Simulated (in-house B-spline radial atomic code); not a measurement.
Configurations of the calcium ion Ca⁺, with energies counted from [Ar] 4s1. All numbers are computed (Dirac-Hartree-Fock, average of configuration; Fermi nucleus of rms radius 3.4776 fm) with an all-electron radial atomic-structure program (B-spline basis), not measured. Energies include first-order Breit, QED and recoil terms.

Occupations are held fixed; configurations that lie above the ionisation limit could autoionise.

```json
{"configuration": "[Ne] 3s2 (3p1/2)1 (3p3/2)4 4s2", "E - E(ref) (eV)": "28.86", "highest orbital": "4s1/2", "its <r> (bohr)": "3.396"}
{"configuration": "[Ne] 3s2 (3p1/2)2 (3p3/2)3 4s1 (8f5/2)1", "E - E(ref) (eV)": "40.215", "highest orbital": "8f5/2", "its <r> (bohr)": "44.36"}
{"configuration": "[He] 2s2 (2p1/2)1 (2p3/2)4 3s2 3p6 4s1 (5g7/2)1", "E - E(ref) (eV)": "366.23", "highest orbital": "5g7/2", "its <r> (bohr)": "13.73"}
{"configuration": "[He] 2s2 (2p1/2)1 (2p3/2)4 3s2 3p6 4s1 (6f5/2)1", "E - E(ref) (eV)": "366.88", "highest orbital": "6f5/2", "its <r> (bohr)": "23.57"}
{"configuration": "[He] 2s2 (2p1/2)1 (2p3/2)4 3s2 3p6 4s1 (7f7/2)1", "E - E(ref) (eV)": "367.29", "highest orbital": "7f7/2", "its <r> (bohr)": "33.24"}
```

Order these further configurations by energy, lowest first.
A. [He] 2s2 (2p1/2)2 (2p3/2)3 3s2 3p6 4s2
B. [Ar] (8d3/2)1
C. [Ne] 3s2 (3p1/2)1 (3p3/2)4 4s1 (5p3/2)1
D. [Ar] 5s1
E. [Ar] (8f5/2)1

D (6.0912 eV), B (10.369 eV), E (10.5 eV), C (36.897 eV), A (351.93 eV).

How far above the reference does [Ar] (4p3/2)1 lie?

2.939 eV; its least bound orbital is 4p3/2 with <r> = 4.551 bohr.
